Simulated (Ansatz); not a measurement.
Geometry optimisation, DFT PBE, scalar-relativistic, plane waves, PAW (Ansatz).

input.yaml

```yaml
crystal:
  lattice:
    - [5.048742, 0.0, 0.0]
    - [0.0, 5.048742, 0.0]
    - [0.0, 0.0, 16.1647]
  atoms:
    - { symbol: H, position: [0.4277868, 0.0, 0.0618632] }
    - { symbol: H, position: [0.0722132, 0.0, 0.0618632] }
    - { symbol: H, position: [0.9277868, 0.0, 0.0618632] }
    - { symbol: H, position: [0.5722132, 0.0, 0.0618632] }
    - { symbol: H, position: [0.4277868, 0.5, 0.0618632] }
    - { symbol: H, position: [0.0722132, 0.5, 0.0618632] }
    - { symbol: H, position: [0.9277868, 0.5, 0.0618632] }
    - { symbol: H, position: [0.5722132, 0.5, 0.0618632] }
    - { symbol: C, position: [0.25, 0.0, 0.1011278] }
    - { symbol: C, position: [0.75, 0.0, 0.1011278] }
    - { symbol: C, position: [0.25, 0.5, 0.1011278] }
    - { symbol: C, position: [0.75, 0.5, 0.1011278] }
    - { symbol: C, position: [0.25, 0.25, 0.1563407] }
    - { symbol: C, position: [0.75, 0.25, 0.1563407] }
    - { symbol: C, position: [0.25, 0.75, 0.1563407] }
    - { symbol: C, position: [0.75, 0.75, 0.1563407] }
    - { symbol: C, position: [0.0, 0.25, 0.2115536] }
    - { symbol: C, position: [0.5, 0.25, 0.2115536] }
    - { symbol: C, position: [0.0, 0.75, 0.2115536] }
    - { symbol: C, position: [0.5, 0.75, 0.2115536] }
    - { symbol: C, position: [0.0, 0.0, 0.2667665] }
    - { symbol: C, position: [0.5, 0.0, 0.2667665] }
    - { symbol: C, position: [0.0, 0.5, 0.2667665] }
    - { symbol: C, position: [0.5, 0.5, 0.2667665] }
    - { symbol: C, position: [0.25, 0.0969069, 0.3195048] }
    - { symbol: C, position: [0.75, 0.0969069, 0.3195048] }
    - { symbol: C, position: [0.25, 0.4030931, 0.2972341] }
    - { symbol: C, position: [0.75, 0.4030931, 0.2972341] }
    - { symbol: Cl, position: [0.8051211, 0.6762846, 0.4599343] }
    - { symbol: Cl, position: [0.5566673, 0.9848235, 0.4630275] }
basis:
  ecutwfc: 420.0
kpoints:
  mp_grid: { grid: [2, 2, 1] }
hamiltonian:
  xc: pbe
  pseudopotentials: { kind: paw, azcp: { folder: soft_1 } }
scf:
  occupations: { method: gaussian, width: 0.02 }
  lower_state_search: "off"
relax:
  f_tol: 0.03
  max_steps: 60
  adjacent_minimum: "off"
  constraints: [{ sites: [0, 1, 2, 3, 4, 5, 6, 7, 8, 9, 10, 11, 12, 13, 14, 15] }]
```

Launched with:

```bash
$ ansatz run input.yaml --threads 1 --pin off --max-ram 3072MiB --backend cpu --events-out ev --progress --plain --runs-dir out
```

**Question.** Where does it end, and by what steps?

**Answer.** The forces met the threshold. Limits of this set-up: coarse k mesh, thin slab, slab without dipole correction, no dispersion correction for a molecule that may bind weakly. After 34 steps the energy has fallen by 4.445 eV; Cl29 moved furthest, 2.98 Å. Joined: C25–Cl30 (2.85 → 1.81 Å), C27–Cl30 (3.75 → 2.03 Å).

```json
{"step": "0", "energy less start (eV)": "0.0000", "largest force component (eV/Å)": "5.511", "accepted": "yes"}
{"step": "2", "energy less start (eV)": "-3.1618", "largest force component (eV/Å)": "5.010", "accepted": "yes"}
{"step": "4", "energy less start (eV)": "-3.8605", "largest force component (eV/Å)": "0.285", "accepted": "yes"}
{"step": "6", "energy less start (eV)": "-3.9028", "largest force component (eV/Å)": "0.070", "accepted": "yes"}
{"step": "8", "energy less start (eV)": "-3.9324", "largest force component (eV/Å)": "0.304", "accepted": "yes"}
{"step": "10", "energy less start (eV)": "-3.9741", "largest force component (eV/Å)": "0.174", "accepted": "yes"}
{"step": "12", "energy less start (eV)": "-4.0248", "largest force component (eV/Å)": "0.079", "accepted": "yes"}
{"step": "14", "energy less start (eV)": "-4.0891", "largest force component (eV/Å)": "0.144", "accepted": "yes"}
{"step": "16", "energy less start (eV)": "-4.1513", "largest force component (eV/Å)": "0.207", "accepted": "yes"}
{"step": "18", "energy less start (eV)": "-4.2081", "largest force component (eV/Å)": "0.261", "accepted": "yes"}
{"step": "20", "energy less start (eV)": "-4.2830", "largest force component (eV/Å)": "0.354", "accepted": "yes"}
{"step": "22", "energy less start (eV)": "-4.3630", "largest force component (eV/Å)": "0.454", "accepted": "yes"}
{"step": "24", "energy less start (eV)": "-4.3848", "largest force component (eV/Å)": "0.112", "accepted": "yes"}
{"step": "26", "energy less start (eV)": "-4.3927", "largest force component (eV/Å)": "0.064", "accepted": "yes"}
{"step": "28", "energy less start (eV)": "-4.4343", "largest force component (eV/Å)": "0.225", "accepted": "yes"}
{"step": "30", "energy less start (eV)": "-4.4433", "largest force component (eV/Å)": "0.074", "accepted": "yes"}
{"step": "32", "energy less start (eV)": "-4.4439", "largest force component (eV/Å)": "0.154", "accepted": "yes"}
{"step": "34", "energy less start (eV)": "-4.4449", "largest force component (eV/Å)": "0.006", "accepted": "yes"}
```

```xyz
30
Lattice="5.0487 0.0000 0.0000 0.0000 5.0487 0.0000 0.0000 0.0000 16.1647" Properties=species:S:1:pos:R:3
H 2.160 0.000 1.000
H 0.365 0.000 1.000
H 4.684 0.000 1.000
H 2.889 0.000 1.000
H 2.160 2.524 1.000
H 0.365 2.524 1.000
H 4.684 2.524 1.000
H 2.889 2.524 1.000
C 1.262 0.000 1.635
C 3.787 0.000 1.635
C 1.262 2.524 1.635
C 3.787 2.524 1.635
C 1.262 1.262 2.527
C 3.787 1.262 2.527
C 1.262 3.787 2.527
C 3.787 3.787 2.527
C 0.014 1.262 3.340
C 2.510 1.262 3.340
C -0.002 3.787 3.511
C 2.527 3.787 3.511
C -0.003 0.078 4.355
C 2.527 0.078 4.355
C 0.002 2.451 4.354
C 2.522 2.451 4.354
C 1.262 0.517 5.091
C 3.786 0.571 5.026
C 1.262 2.041 5.087
C 3.787 1.957 5.016
Cl 1.255 4.032 8.220
Cl 1.261 6.050 6.830
```

Time of the run: 4.1 min on 1 thread of Arm Neoverse V1, on a shared host, peak memory 0.59 GiB.
